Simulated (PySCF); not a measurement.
**C₆ coefficients of unlike pairs at UHF**

Calculated with PySCF 2.14 from the dipole response of each species, C₆(A,B) = (3/π) ∫ α_A(iu) α_B(iu) du, in atomic units, from isotropic polarisabilities. For ions this is the dispersion term alone; charge-induced terms of lower order in 1/R come first.

```json
{"species": "Mg²⁺", "configuration": "[Ne] (1S)", "basis": "aug-cc-pCVQZ (10s9p7d5f3g)", "relativity": "none", "α (bohr³)": "0.4587", "C₆ (like pair)": "0.5419"}
{"species": "Rh²⁺", "configuration": "[Kr] 4d7 (4F)", "basis": "aug-cc-pVTZ-PP with one added diffuse shell each of s, p, d, f, g type with ECP28MDF (7s7p6d4f3g)", "relativity": "core potential", "α (bohr³)": "6.726", "C₆ (like pair)": "35.22"}
{"species": "C²⁺", "configuration": "[He] 2s2 (1S)", "basis": "aug-cc-pVDZ-DK (4s3p2d)", "relativity": "spin-free X2C", "α (bohr³)": "4.541", "C₆ (like pair)": "7.149"}
{"species": "Fe", "configuration": "[Ar] 3d6 4s2 (5D)", "basis": "def2-QZVPPD (11s6p5d4f2g)", "relativity": "none", "α (bohr³)": "85.58", "C₆ (like pair)": "822.6"}
```

Estimate C₆ for C²⁺ with Mg²⁺.

The integral gives 1.311. The combination rule 2 C_A C_B / (C_A α_B/α_A + C_B α_A/α_B) gives 1.273 and the geometric mean 1.968.

No spin-orbit coupling is included.

The other pairs:

| pair | C₆ |
| --- | --- |
| C²⁺, Rh²⁺ | 14.54 |
| Fe, C²⁺ | 68.59 |
| Fe, Rh²⁺ | 122.6 |
| Fe, Mg²⁺ | 10.05 |
| Rh²⁺, Mg²⁺ | 3.860 |
